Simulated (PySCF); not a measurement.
# Potential energy of CuN along the bond

Set-up: PySCF, scalar-relativistic core potentials, basis sets Cu cc-pVDZ-PP with ECP10, N cc-pVDZ. Energies in eV from Cu (3d10 4s1) + N in their ground configurations at the same level. All curves are PBE0. state 1: ³Σ⁻ (triplet), unpaired electrons π ↑↑; state 2: Ms = 0 determinant of mixed spin (⟨S²⟩ near 1.0), unpaired electrons π ↑↓, a mixture of terms (⟨Lz²⟩ = 2.0), a second solution, started from another occupation; state 3: ⁵Σ⁻ (quintet), unpaired electrons σ ↑↑, π ↑↑, a second solution, started from another occupation.

| R (Å) | state 1 | state 2 | state 3 |
| --- | --- | --- | --- |
| 1.525 | -1.197 | -0.745 | 0.5372 |
| 1.596 | -1.623 | -1.142 | 0.0759 |
| 1.667 | -1.847 | -1.339 | -0.1973 |
| 1.720 | -1.923 | -1.393 | -0.3179 |
| 1.773 | -1.940 | -1.390 | -0.3867 |
| 1.826 | -1.915 | -1.344 | -0.4171 |
| 1.897 | -1.835 | -1.237 | -0.4151 |
| 1.986 | -1.688 | -1.055 | -0.3698 |
| 2.092 | -1.479 | -0.799 | -0.2862 |
| 2.234 | -1.193 | -0.436 | -0.1705 |

**Question.** Put a parabola through the three lowest points of the state 1 curve and estimate Re, k and ωe (reduced mass 11.45 u; 1 eV/Å² = 0.16022 mdyn/Å; ωe = 1302.8·√(k/μ) cm⁻¹).

**Answer.** Through R = 1.72, 1.773, 1.826 Å the second-order coefficient is 7.48 eV/Å², so Re ≈ 1.768 Å, k ≈ 2.40 mdyn/Å and ωe ≈ 596 cm⁻¹. A polynomial fit of higher order to the unrounded PBE0 energies gives Re = 1.766 Å, k = 2.51 mdyn/Å, ωe = 610 cm⁻¹; anharmonicity and rounding make the difference.

The higher-order fit for each curve: state 1: Re = 1.766 Å, ωe = 610 cm⁻¹, De = 1.94 eV; state 2: Re = 1.742 Å, ωe = 649 cm⁻¹, minimum 1.40 eV below the ground-state fragments; state 3: Re = 1.857 Å, ωe = 441 cm⁻¹, minimum 0.421 eV below the ground-state fragments.

⟨S²⟩ of the unrestricted solution departs from its pure value on part of the curve, where spin states mix. With d or f electrons several states lie close, and the lowest PBE0 determinant need not be the measured ground state.
